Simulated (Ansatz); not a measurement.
Species: CH7OSi, net charge 1, singlet state. It need not be the lowest isomer of its formula. 
Structure (B3LYP-D3(BJ)/def2-TZVP (Ansatz, an electronic-structure program) minimum search):
SMILES: C[OH+][SiH3]
```xyz
10

Si     1.1082     0.3911     0.1834
O     -0.3404    -0.5335    -0.3581
C     -1.7468    -0.1827    -0.0109
H      2.1667    -0.3881    -0.4659
H      1.0636     0.3115     1.6476
H      0.8310     1.7186    -0.3713
H     -1.7784     0.9014     0.0298
H     -1.9838    -0.6323     0.9487
H     -2.3725    -0.5573    -0.8143
H     -0.2381    -1.4642    -0.6118
```
Charge +1, spin multiplicity 1.

Basis-set convergence of Hartree-Fock and CCSD(T) correlation energies (hartree) with Ansatz. Valence correlation only, unless marked. No spin-orbit coupling. Non-relativistic.

```
basis        functions       E(HF)  E(corr, CCSD(T))
-----------  ---------  ----------  ----------------
cc-pV(D+d)Z         86  -405.50575          -0.48674
cc-pV(T+d)Z        197  -405.55966          -0.59637
cc-pV(Q+d)Z        384  -405.57272          -0.63089
cc-pV(5+d)Z        667  -405.57558          -0.64216
```

Extrapolating the two largest sets (X = 4 and 5) as X^-3: E(corr) = (125·(-0.64216) - 64·(-0.63089))/61 = -0.6540 Eh, an estimate of the basis-set limit. The largest set recovers 98.2 % of it, the smallest 74.4 %.
